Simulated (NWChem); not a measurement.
Program: NWChem. System: diiodomethane (CH₂I₂), charge 0, spin multiplicity 1, at a geometry optimised with B3LYP/def2-SVP with def2 effective core potentials on I. Level: RHF/def2-TZVPP with def2 effective core potentials on I.

Part of the output:

```
             Northwest Computational Chemistry Package (NWChem) 7.3.0
             --------------------------------------------------------

                                NWChem Input Module
                                -------------------

 Scaling coordinates for geometry "geometry" by  1.889725989
 (inverse scale =  0.529177249)

 Turning off AUTOSYM since
 SYMMETRY directive was detected!

                             Geometry "geometry" -> ""
                             -------------------------

 Output coordinates in angstroms (scale by  1.889725989 to convert to a.u.)

  No.       Tag          Charge          X              Y              Z
 ---- ---------------- ---------- -------------- -------------- --------------
    1 I                   53.0000     1.83907900     0.00000000     0.09076000
    2 C                    6.0000     0.00000000     0.00000000    -1.04898200
    3 I                   53.0000    -1.83907900     0.00000000     0.09076000
    4 H                    1.0000     0.00000000     0.90455800    -1.66335800
    5 H                    1.0000     0.00000000    -0.90455800    -1.66335800

 Effective nuclear repulsion energy (a.u.)     607.3704761000

            Nuclear Dipole moment (a.u.)
            ----------------------------
        X                 Y               Z
 ---------------- ---------------- ----------------
     0.0000000000     0.0000000000    -0.0000907068

      Symmetry information
      --------------------

 Group name             C2v
 Group number             16
 Group order               4
 No. of unique centers     3

      Symmetry unique atoms

     1    2    4


 Summary of "ao basis" -> "" (spherical)
 ------------------------------------------------------------------------------
       Tag                 Description            Shells   Functions and Types
 ---------------- ------------------------------  ------  ---------------------
 *                         def2-tzvpp                 on all atoms

 Summary of "ao basis" -> "ao basis" (spherical)
 ------------------------------------------------------------------------------
       Tag                 Description            Shells   Functions and Types
 ---------------- ------------------------------  ------  ---------------------
 I                         def2-tzvpp               16       50   6s5p3d2f
 C                         def2-tzvpp               11       31   5s3p2d1f
 H                         def2-tzvpp                6       14   3s2p1d
[...]
    14      0.246873  1 I  py                95      0.246873  3 I  py
    20      0.194534  1 I  py               101      0.194534  3 I  py

 Vector   29  Occ=2.000000D+00  E=-3.617455D-01  Symmetry=b1
              MO Center= -4.2D-15,  8.0D-17,  7.6D-03, r^2= 5.7D+00
   Bfn.  Coefficient  Atom+Function         Bfn.  Coefficient  Atom+Function
  ----- ------------  ---------------      ----- ------------  ---------------
    16      0.295336  1 I  px                97      0.295336  3 I  px
    18     -0.289603  1 I  pz                99      0.289603  3 I  pz
    10     -0.238344  1 I  px                91     -0.238344  3 I  px
    12      0.228715  1 I  pz                93     -0.228715  3 I  pz
    13      0.186141  1 I  px                94      0.186141  3 I  px

 Vector   30  Occ=0.000000D+00  E= 4.438591D-02  Symmetry=a1
              MO Center= -8.3D-16,  2.3D-15, -1.9D-01, r^2= 7.2D+00
   Bfn.  Coefficient  Atom+Function         Bfn.  Coefficient  Atom+Function
  ----- ------------  ---------------      ----- ------------  ---------------
    55      1.443435  2 C  s                 19      0.548018  1 I  px
   100     -0.548018  3 I  px                 6     -0.493208  1 I  s
    87     -0.493208  3 I  s                134     -0.389311  4 H  s
   148     -0.389311  5 H  s                 64      0.337229  2 C  pz
    54      0.281359  2 C  s                 21      0.246258  1 I  pz

 Vector   31  Occ=0.000000D+00  E= 1.061717D-01  Symmetry=b1
              MO Center=  1.4D-15, -9.0D-17,  1.6D-01, r^2= 8.5D+00
   Bfn.  Coefficient  Atom+Function         Bfn.  Coefficient  Atom+Function
  ----- ------------  ---------------      ----- ------------  ---------------
    62      1.068591  2 C  px                 6     -0.794115  1 I  s
    87      0.794115  3 I  s                 19      0.721716  1 I  px
   100      0.721716  3 I  px                21      0.555151  1 I  pz
   102     -0.555151  3 I  pz                59      0.283908  2 C  px
    56      0.259399  2 C  px

 Vector   32  Occ=0.000000D+00  E= 1.583328D-01  Symmetry=a1
              MO Center=  4.9D-14,  2.3D-13, -1.5D+00, r^2= 6.2D+00
   Bfn.  Coefficient  Atom+Function         Bfn.  Coefficient  Atom+Function
  ----- ------------  ---------------      ----- ------------  ---------------
    55      2.678285  2 C  s                134     -2.375384  4 H  s
   148     -2.375384  5 H  s                 64     -1.499734  2 C  pz
    54      0.480882  2 C  s                 19     -0.388237  1 I  px
   100      0.388237  3 I  px                61     -0.298823  2 C  pz
     5      0.177984  1 I  s                 86      0.177984  3 I  s

 center of mass
 --------------
 x =   0.00000000 y =   0.00000000 z =   0.05005864

 moments of inertia (a.u.)
 ------------------
          79.753137199221           0.000000000000           0.000000000000
           0.000000000000        3139.293719725137           0.000000000000
           0.000000000000           0.000000000000        3071.319777974151

  Mulliken analysis of the total density
  --------------------------------------

    Atom       Charge   Shell Charges
 -----------   ------   -------------------------------------------------------
    1 I   25    25.03   0.19 -0.77  1.58  1.01  1.09  0.84 -0.49  6.44  1.32  2.76  0.98  9.23  0.77  0.06  0.01  0.00
    2 C    6     6.26   0.85  1.12  0.47  0.73 -0.03  1.12  1.57  0.31  0.01  0.10  0.00
    3 I   25    25.03   0.19 -0.77  1.58  1.01  1.09  0.84 -0.49  6.44  1.32  2.76  0.98  9.23  0.77  0.06  0.01  0.00
    4 H    1     0.84   0.26  0.44  0.09  0.01  0.03  0.00
    5 H    1     0.84   0.26  0.44  0.09  0.01  0.03  0.00

       Multipole analysis of the density wrt the origin
       ------------------------------------------------

     L   x y z        total         open         nuclear
     -   - - -        -----         ----         -------
     0   0 0 0     -0.000000      0.000000     58.000000

     1   1 0 0      0.000000      0.000000      0.000000
     1   0 1 0      0.000000      0.000000      0.000000
     1   0 0 1     -0.533853      0.000000     -9.604736

     2   2 0 0    -45.618240      0.000000    603.904751
     2   1 1 0      0.000000      0.000000      0.000000
     2   1 0 1      0.000000      0.000000      0.000000
     2   0 2 0    -45.760371      0.000000      5.843869
     2   0 1 1      0.000000      0.000000      0.000000
     2   0 0 2    -43.468893      0.000000     44.808172

 Task  times  cpu:        5.2s     wall:        5.2s

 Total times  cpu:        5.2s     wall:        5.2s
```

### Question
Write an NWChem input that would produce this output.

### Answer
This is not unique; one that fits is 
```
start mol
memory heap 200 mb stack 900 mb global 1100 mb
geometry units angstroms nocenter noautoz
  I      1.839079     0.000000     0.090760
  C      0.000000     0.000000    -1.048982
  I     -1.839079     0.000000     0.090760
  H      0.000000     0.904558    -1.663358
  H      0.000000    -0.904558    -1.663358
  symmetry group C2v
end
basis spherical
  * library def2-tzvpp
end
ecp
  I library def2-ecp
end
scf
  rhf
  nopen 0
  maxiter 100
  thresh 1e-7
  semidirect memsize 60000000 filesize 0
end
task scf energy
```
